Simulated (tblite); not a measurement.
Compound: C₆H₁₄OSi₂.
Geometry (GFN2-xTB, Å), atoms numbered from 1 in this order:
```xyz
23
C6H14OSi2 angstrom
C     -3.0574    1.0014    1.2887
O     -1.7041    0.8721    0.9690
C     -1.4988    0.1324   -0.2236
Si    -1.6662   -1.8047   -0.1496
C      0.1169   -1.4047   -0.5860
C     -0.0275   -0.0725   -0.5186
C      0.9292    1.0502   -0.6753
C      2.3599    0.6137   -0.9831
Si     3.1997   -0.3228    0.4527
H     -3.1136    1.5591    2.2223
H     -3.6025    1.5461    0.5050
H     -3.5308    0.0179    1.4167
H     -2.0177    0.6423   -1.0519
H     -2.5348   -2.4128   -1.1593
H     -1.9275   -2.3414    1.1834
H      1.0192   -1.9484   -0.8136
H      0.5533    1.7048   -1.4722
H      0.8996    1.6402    0.2467
H      2.9436    1.5047   -1.2237
H      2.3484    0.0021   -1.8872
H      4.3526    0.4571    0.9168
H      2.2717   -0.5096    1.5661
H      3.6823   -1.6272   -0.0131
```

Computed with GFN2-xTB (tblite): harmonic, unscaled wavenumbers at the GFN2-xTB geometry, gas phase. Errors from tens to a few hundred cm⁻¹ against measured bands are possible. Modes of hydrogen on silicon can be 10 to 20 % off. One conformer, not necessarily the lowest.

Harmonic wavenumbers (cm⁻¹): 29.4, 39.3, 76.5, 98.3, 129.0, 149.5, 184.6, 211.2, 234.3, 270.6, 351.0, 415.0, 463.1, 471.5, 511.8, 542.0, 554.7, 601.2, 611.7, 677.9, 703.2, 757.6, 770.0, 787.9, 797.9, 800.4, 810.7, 838.8, 901.5, 929.1, 1015.9, 1059.2, 1104.5, 1113.8, 1123.8, 1134.1, 1141.1, 1169.7, 1183.8, 1222.5, 1291.7, 1300.3, 1350.7, 1408.8, 1462.6, 1468.7, 1488.8, 1496.0, 1638.1, 2231.7, 2236.8, 2244.0, 2279.0, 2284.3, 2798.4, 2867.5, 2897.3, 2901.7, 2948.0, 2965.9, 2982.4, 3016.8, 3080.1.

A = 1897, B = 622.2, C = 541.6 MHz; mass 158.058 u (most abundant isotopes); point group C1, symmetry number 1.

Q: Zero-point energy?

A: Half the sum of the wavenumbers: 38314 cm⁻¹ = 458.34 kJ/mol.

Q: Give the ideal-gas entropy at 400 K and 1 bar in the rigid-rotor, harmonic-oscillator model (classical rotation).

A: Translation 178.11, rotation 131.69, vibration 230.67: S = 540.5 J/(mol K).

Q: And Cp and H(400 K) − H(0)?

A: Cp = 257.03 J/(mol K), of which vibrations give 223.77 (their classical limit is 63 R = 523.8); H(400 K) − H(0) = 59.56 kJ/mol without the zero-point energy, 46.26 from vibrations.

Q: Which modes carry the vibrational entropy at 400 K?

A: 29.4 cm⁻¹: 27.00; 39.3 cm⁻¹: 24.59; 76.5 cm⁻¹: 19.07; 98.3 cm⁻¹: 17.00; 129.0 cm⁻¹: 14.77; 149.5 cm⁻¹: 13.57 J/(mol K); the other 57 give 114.66 together.

Q: Blend soft modes into free rotors: weight 1/[1 + (100 cm⁻¹/ν̃)⁴] for the oscillator and the rest for a rotor with moment μB/(μ + B), μ = h/(8π²ν), B = 10⁻⁴⁴ kg m². What vibrational entropy results?

A: 207.95 J/(mol K) in place of 230.67, which changes −T·S at 400 K by +9.09 kJ/mol.

Q: What must be added to the electronic energy to get the Gibbs energy at 400 K and 1 bar?

A: ZPE + [H(400 K) − H(0)] − T·S = 458.34 + 59.56 − 216.18 = 301.72 kJ/mol.

Q: How do the functions run with temperature in this model?

A: 
```
 T (K)  S (J/(mol K))  Cp (J/(mol K))  H − H(0) (kJ/mol)  G − H(0) (kJ/mol)  ln q(vib)
   150          364.4           121.2              11.90             -42.76       4.95
   250          439.3           177.3              26.79             -83.02       8.56
298.15          472.8           204.5              35.99            -104.99      10.27
   600          660.6           335.6             119.33            -277.00      20.65
   900          812.1           410.6             232.23            -498.68      30.14
```

q(vib) and H(0) count from the zero-point level.

Hindered rotation and anharmonicity are outside this model. Other conformers, if any are populated, would add a mixing term that is left out. The structure is chiral; the term R ln 2 for an equal mix with its mirror image is left out.

The run took 2.1 s wall on one thread, Arm Neoverse N1 (aarch64), shared host with 64 logical CPUs at a one-minute load of 56. The figure is for the frequency step alone.
